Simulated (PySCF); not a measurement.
CH₃Si, SMILES [CH]=[SiH2], multiplicity 2.

Geometry optimised at ωB97X-D3(BJ)/def2-TZVP. The isomer is the one that the SMILES or the coordinates give; other isomers of the formula were not compared.

Calculation: PySCF with ωB97X-D3(BJ)/def2-TZVP.

Frequencies are harmonic and unscaled.

```json
[
 {"mode": "1", "ν (cm⁻¹)": "247", "IR (km/mol)": "43.7", "moving atoms (share of kinetic energy)": "H 83 %, C 17 %"},
 {"mode": "2", "ν (cm⁻¹)": "411", "IR (km/mol)": "55.4", "moving atoms (share of kinetic energy)": "H 74 %, C 14 %, Si 11 %"},
 {"mode": "3", "ν (cm⁻¹)": "616", "IR (km/mol)": "45.5", "moving atoms (share of kinetic energy)": "H 82 %, Si 10 %, C 8 %"},
 {"mode": "4", "ν (cm⁻¹)": "691", "IR (km/mol)": "17.5", "moving atoms (share of kinetic energy)": "H 92 %"},
 {"mode": "5", "ν (cm⁻¹)": "963", "IR (km/mol)": "39.8", "moving atoms (share of kinetic energy)": "H 97 %"},
 {"mode": "6", "ν (cm⁻¹)": "1107", "IR (km/mol)": "12.0", "moving atoms (share of kinetic energy)": "C 61 %, Si 31 %"},
 {"mode": "7", "ν (cm⁻¹)": "2284", "IR (km/mol)": "27.5", "moving atoms (share of kinetic energy)": "H 98 %"},
 {"mode": "8", "ν (cm⁻¹)": "2289", "IR (km/mol)": "82.7", "moving atoms (share of kinetic energy)": "H 95 %"},
 {"mode": "9", "ν (cm⁻¹)": "3369", "IR (km/mol)": "15.7", "moving atoms (share of kinetic energy)": "H 91 %, C 9 %"}
]
```
